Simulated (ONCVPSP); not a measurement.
Potentials for F compared

Generated with ld1.x 7.5 (TM, RRKJ, ultrasoft, PAW), atompaw 4.2 or ONCVPSP 4.0.1. The cutoff is in Ry: for ld1.x and atompaw files where the sum of valence levels is converged to 10 mRy in a Bessel basis, for ONCV files where the hardest occupied wave has 1 mHa per electron of residual kinetic energy. The error is the largest all-electron minus pseudo excitation energy over each file’s own four to seven test configurations (ionisations up to +4, promotions, holes and added fractions of an electron), all of which were solved. The labels leave out finer settings (local radius, basis sizes, second energies), which also bear on the numbers. Spin-polarised tests are not counted. The rows are a selection from randomly drawn settings: files with unsolved tests, undetermined cutoffs or missed reference levels are left out.

A true bound ghost makes a file unfit for plane-wave use even where its test errors are small: the radial tests pick states by their node count and pass the ghost by.

| potential | cutoff (Ry) | largest error (meV) | bound ghosts |
| --- | --- | --- | --- |
| ONCV, revPBE, fully relativistic, rc 0.65/1.05/1.00 (spd), local smoothed, core correction yes, reference 2s2 2p5, qcut 12.9/11.2/9.4, projectors 2/2/2 | 120 | +231 | none |
| ONCV, PBE, scalar-relativistic, rc 0.75/1.45/1.55 (spd), local s, core correction yes, reference 2s2 2p5, qcut 10.8/11.2/6.4, projectors 0/1/3 | 107 | +694 | none |
| ONCV, PBE, scalar-relativistic, rc 0.85/1.20/1.00 (spd), local smoothed, core correction yes, reference 2s2 2p4.5, qcut 7.3/11.7/11.3, projectors 2/2/3 | 359 | +59 | none |
| ONCV, PBEsol, non-relativistic, rc 0.55/0.95/0.85 (spd), local smoothed, core correction yes, reference 2s2 2p3.5, qcut 11.9/13.1/9.8, projectors 2/2/1 | 1522 | +16 | s |
| ONCV, PBE, scalar-relativistic, rc 0.70/1.60 (sp), local smoothed, core correction yes, reference 2s2 2p5, qcut 9.7/8.2, projectors 2/2 | 99 | +1897 | none |
| ONCV, PBEsol, non-relativistic, rc 0.70/1.45/1.25 (spd), local s, core correction no, reference 2s2 2p5, qcut 11.4/7.4/6.8, projectors 0/2/2 | 108 | +1663 | none |
| ONCV, PBE, scalar-relativistic, rc 0.75/0.95 (sp), local smoothed, core correction no, reference 2s1.5 2p5.5, qcut 10.2/12.5, projectors 1/3 | 127 | +57 | none |

(1) Fill in the row for F: ONCV, LDA (Perdew-Wang 92), scalar-relativistic, rc 0.75/0.90/1.00 (spd), local smoothed, core correction yes, reference 2s2 2p4.5, qcut 8.7/8.8/8.1, projectors 3/2/3.

(2) Fill in the row for F: ONCV, PBE, scalar-relativistic, rc 0.55/1.45 (sp), local smoothed, core correction yes, reference 2s2 2p3, qcut 10.6/9.5, projectors 1/1.

Results:

(1) cutoff 314 Ry, largest error +43 meV, bound ghosts: s, d.

(2) cutoff 203 Ry, largest error +1453 meV, bound ghosts: none.
